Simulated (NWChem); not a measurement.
Species: BeO; SMILES [O]=[Be]

Computed with NWChem. Coordinates come from a PBE0/def2-SVP optimisation. Static field.

Task: Order these by “anisotropy (bohr³)”, lowest first: Hartree-Fock/Sadlej pVTZ; PBE/Sadlej pVTZ; B3LYP/Sadlej pVTZ.

Result: PBE/Sadlej pVTZ (0.7), B3LYP/Sadlej pVTZ (2.1), Hartree-Fock/Sadlej pVTZ (2.8)
